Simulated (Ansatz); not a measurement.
Consider the silylene loss: `FB([SiH3])[SeH]` → `FB[SeH]` + `[SiH2]`.

Isolated molecules relaxed with PBE0-D4/def2-TZVP in Ansatz; ΔE leaves out vibrations. CCSD(T)/CBS is the MP2 limit (def2-TZVPP, def2-QZVPP) plus CCSD(T) − MP2 in def2-TZVPP, frozen cores. This one scheme is used for every species. DFT in def2-TZVPP. For Se outer-core shells are correlated without core-valence functions, which leaves a few kJ/mol of doubt a bond. Scalar relativity is left out up to krypton. One conformer a species, not always the lowest.

`FB([SiH3])[SeH]`:

Cartesian coordinates in Å:
```
F 0.712 -1.408 -1.121
B 0.192 -0.707 -0.123
Si -0.149 1.284 -0.313
Se -0.248 -1.597 1.541
H -0.734 1.832 0.940
H 1.127 1.995 -0.600
H -1.090 1.537 -1.438
H 0.190 -2.935 1.114
```

`FB[SeH]`:

```xyz
5

F     1.444   -0.286    1.101
B     0.274   -0.079    0.528
Se    0.222    0.079   -1.399
H    -0.710    0.004    1.199
H    -1.230    0.282   -1.429
```

`[SiH2]`:

Z-matrix (Å, degrees):
```
Si
H 1 1.525
H 1 1.525 2 91.2
```

CCSD(T)/CBS gives +217.1 kJ/mol.

Task: Another level gave +238.8 kJ/mol. Which?
A. r2SCAN/def2-TZVPP
B. HF/def2-TZVPP
C. B2PLYP/def2-TZVPP
D. MP2/def2-TZVPP

Result: A. r2SCAN 238.8, B2PLYP 211.1, MP2/def2-TZVPP 224.8, HF/def2-TZVPP 188.7 kJ/mol.

Largest T1 diagnostic among the species: 0.014.

From PBE to PBE0 (25 % exact exchange), in def2-TZVPP and without D4, ΔE moves by +4.1 kJ/mol. The D4 term adds +12.2 kJ/mol with B3LYP and +6.6 kJ/mol with PBE0; it sums over pairs of atoms, weighted by their polarisabilities, and B3LYP, whose exchange is more repulsive, gets the larger term.

B3LYP here is the variant with VWN-RPA as its local correlation; programs differ in this.
